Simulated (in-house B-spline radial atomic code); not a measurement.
A fraction x of an electron is removed from 3d in Zr4+, starting from [Ar] 3d10 4s2 4p6 and keeping the highest spin. All numbers are computed (scalar-relativistic (X2C) revTPSS, spin-polarised, spherical fractional occupations; Fermi nucleus of rms radius 4.2694 fm) with a B-spline radial code for spherical atoms, not measured.

```csv
x,E(x) - E(0) (eV),3d down level (eV)
0,0.0000,-217.502
0.05,10.9198,-219.291
0.2,44.2177,-224.688
0.27,?,?
0.46,103.8635,-234.149
0.5,113.2588,-235.616
0.59,?,?
0.63,144.2000,-240.407
0.8,185.6050,-246.721
0.88,205.4622,-249.711
1,235.6977,-254.219
```

What belongs in the row x = 0.27?

An energy change of 60.0345 eV; 3d down at -227.222 eV.

What belongs in the row x = 0.59?

An energy change of 134.6133 eV; 3d down at -238.929 eV.

Check Janak's theorem between x = 0.05 and 0.2.

The slope of the energy is 221.99 eV; the orbital levels give 221.99 eV (-ε of the emptying orbital, averaged over the two points).
